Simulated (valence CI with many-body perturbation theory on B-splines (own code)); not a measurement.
E1 transitions of Mg5+

Level of theory: valence CI with perturbative core correlation (CI+MBPT): five valence electrons over a frozen Dirac-Fock core [He], radial functions for each j: 11 s, 11 p, 10 d, 8 f, 5 g, 2 h, with the one-electron correlation potential Σ1, the two-electron term Σ2, the three-electron term Σ3, Breit, model QED; selected CI, second order for the rest, scaled by the run's own slope (own B-spline code, finite nucleus).

Against 43 measured levels this calculation errs by 210 cm⁻¹ on average and by 621 at most. These come from a selection out of NIST levels in Kelleher and Podobedova, J. Phys. Chem. Ref. Data 37, 267 (2008). Levels without a partner in it may be off by more. Among the levels kept, up to 6000 cm⁻¹ of a level comes from second order outside the variational space, and about a tenth of that is noise between levels of different J, which matters for small intervals. 7 measured levels below the end of the list, from 1045620 cm⁻¹ on, found no clear computed partner, and computed levels of the same name lie up to 20570 cm⁻¹ from them.

Lines 1 to 50 of 600 in falling wavelength, among levels below 1275900 cm⁻¹, chosen from the strongest by gf and those to the six lowest levels. Wavelengths and rates use the calculated energies, so an error of 200 cm⁻¹ moves a line at 24760 Å by 5 % and its rate by three times that or more. Electric multipoles are in the length gauge, E1 and E2 with the static RPA response of the core. Weak lines are less certain than strong ones. Lines between different terms over intervals too small for the method are left out, as are lines whose strength nearly cancels. Where a level lies close to another of its J and parity, the split of strength between their lines is uncertain. The highest levels of a list are the least certain.

Names give the largest LS component (configuration and term), which can be under half, so a name can repeat, a term be missing and a line seem to break the LS rules; names also repeat where a configuration has a term twice. Letters in brackets count levels of one name in rising energy.

```csv
λ vac (Å),Upper,Lower,A (s⁻¹),log gf,Branch %
24760,2s2.2p2.4f 2G°_9/2,2s2.2p2.4d 2F_7/2,2.19e+05,-0.70,0.0
22170,2s2.2p2.4f 2G°_7/2,2s2.2p2.4d 2F_5/2,3.01e+05,-0.75,0.0
13290,2s2.2p2.4f 4D°_5/2,2s2.2p2.4d 2P_3/2,1.04e+06,-0.78,0.0
12870,2s2.2p2.4f 4D°_7/2,2s2.2p2.4d 4D_5/2,1.35e+06,-0.57,0.0
12540,2s2.2p2.4f 4G°_11/2,2s2.2p2.4d 4F_9/2,2.23e+06,-0.20,0.0
12000,2s2.2p2.4f 4G°_9/2,2s2.2p2.4d 4F_7/2,2.51e+06,-0.27,0.0
11760,2s2.2p2.4f 4G°_7/2,2s2.2p2.4d 4F_5/2,2.61e+06,-0.36,0.0
11600,2s2.2p2.4f 4G°_5/2,2s2.2p2.4d 4F_3/2,2.69e+06,-0.49,0.0
11560,2s2.2p2.4f 2G°_9/2,2s2.2p2.4d 4D_7/2,1.10e+06,-0.65,0.0
10580,2s2.2p2.4f 4F°_9/2,2s2.2p2.4d 4D_7/2,2.13e+06,-0.45,0.0
10570,2s2.2p2.4f 4F°_7/2,2s2.2p2.4d 4D_7/2,1.21e+06,-0.79,0.0
5605,2s.2p3.3d 4F°_9/2,2s2.2p2.4d 4D_7/2,4.87e+06,-0.64,0.1
4866,2s.2p3.3s 2D°_5/2 [b],2s2.2p2.4s 2D_5/2,1.51e+07,-0.49,0.0
4833,2s.2p3.3s 2D°_3/2 [b],2s2.2p2.4s 2D_3/2,1.54e+07,-0.66,0.0
4806,2s2.2p2.4d 2P_3/2,2s2.2p2.4p 2P°_3/2 [a],1.58e+07,-0.66,0.1
4451,2s2.2p2.4d 2P_1/2,2s2.2p2.4p 2P°_1/2 [a],3.02e+07,-0.75,0.1
4061,2s2.2p2.4p 2D°_3/2 [a],2s2.2p2.4s 2P_1/2,5.59e+07,-0.26,0.8
4036,2s2.2p2.4p 2F°_5/2,2s2.2p2.4s 2D_3/2,6.76e+07,0.00,0.8
4007,2s2.2p2.4p 2F°_7/2,2s2.2p2.4s 2D_5/2,8.32e+07,0.20,1.1
3976,2s2.2p2.4p 2D°_5/2 [a],2s2.2p2.4s 2P_3/2,8.50e+07,0.08,1.1
3916,2s2.2p2.4f 2F°_5/2,2s2.2p2.4s 2D_3/2,1.87e+07,-0.59,0.1
3911,2s.2p3.3p 2D_5/2 [b],2s2.2p2.4p 4S°_3/2,1.95e+07,-0.57,0.0
3886,2s2.2p2.4f 2F°_7/2,2s2.2p2.4s 2D_5/2,1.30e+07,-0.63,0.1
3877,2s2.2p2.4d 4P_5/2,2s2.2p2.4p 4S°_3/2,2.34e+07,-0.50,0.0
3823,2s.2p3.3d 4G°_11/2,2s2.2p2.4d 4F_9/2,3.73e+07,-0.01,0.3
3815,2s2.2p2.4d 4P_3/2,2s2.2p2.4p 4S°_3/2,7.38e+07,-0.19,0.1
3784,2s2.2p2.4d 4P_1/2,2s2.2p2.4p 4S°_3/2,9.49e+07,-0.39,0.1
3763,2s2.2p2.4d 4F_5/2,2s2.2p2.4p 4D°_5/2,2.43e+07,-0.51,0.3
3710,2s2.2p2.4p 4D°_3/2,2s2.2p2.4s 4P_3/2,4.51e+07,-0.43,0.8
3707,2s2.2p2.4d 2F_5/2,2s2.2p2.4p 2D°_5/2 [a],1.39e+07,-0.77,0.0
3707,2s2.2p2.4d 4F_3/2,2s2.2p2.4p 4D°_3/2,3.70e+07,-0.52,0.4
3687,2s.2p3.3d 4G°_9/2,2s2.2p2.4d 4F_7/2,3.34e+07,-0.17,0.3
3687,2s2.2p2.4d 4F_9/2,2s2.2p2.4p 4D°_7/2,1.66e+08,0.53,2.1
3669,2s.2p3.3p 4P_5/2 [c],2s2.2p2.4p 4P°_5/2,1.37e+07,-0.78,0.2
3664,2s2.2p2.4d 4F_7/2,2s2.2p2.4p 4D°_5/2,1.59e+08,0.41,2.0
3661,2s2.2p2.4d 4D_3/2,2s2.2p2.4p 4P°_3/2,5.93e+07,-0.32,0.4
3658,2s2.2p2.4d 4D_7/2,2s2.2p2.4p 4P°_5/2,1.16e+08,0.27,1.8
3648,2s2.2p2.4d 4F_5/2,2s2.2p2.4p 4D°_3/2,1.44e+08,0.24,1.7
3648,2s2.2p2.4p 4D°_1/2,2s2.2p2.4s 4P_1/2,1.12e+08,-0.35,2.0
3646,2s2.2p2.4d 4D_5/2,2s2.2p2.4p 4P°_3/2,8.73e+07,0.02,0.3
3644,2s2.2p2.4d 4F_3/2,2s2.2p2.4p 4D°_1/2,1.30e+08,0.01,1.5
3641,2s2.2p2.4p 4D°_7/2,2s2.2p2.4s 4P_5/2,9.17e+07,0.16,1.7
3630,2s2.2p2.4d 4D_1/2,2s2.2p2.4p 4P°_1/2,1.10e+08,-0.36,1.3
3621,2s2.2p2.4d 4D_3/2,2s2.2p2.4p 4P°_1/2,5.15e+07,-0.39,0.3
3609,2s.2p3.3d 4G°_7/2,2s2.2p2.4d 4F_5/2,3.13e+07,-0.31,0.3
3599,2s2.2p2.4p 4D°_5/2,2s2.2p2.4s 4P_3/2,1.09e+08,0.10,2.0
3587,2s2.2p2.4p 4D°_3/2,2s2.2p2.4s 4P_1/2,7.84e+07,-0.22,1.4
3579,2s2.2p2.4p 4D°_7/2,2s.2p3.3p 4D_5/2 [a],3.40e+07,-0.28,0.6
3558,2s.2p3.3d 4G°_5/2,2s2.2p2.4d 4F_3/2,3.20e+07,-0.44,0.3
3543,2s.2p3.3p 4P_5/2 [c],2s2.2p2.4p 4P°_3/2,2.23e+07,-0.60,0.3
```

How does gf follow from A for the line at 3599 Å?

gf = 1.4992 × (2J+1)_upper × A / σ², with σ = 27789 cm⁻¹ and 2J+1 = 6: gf = 1.27.
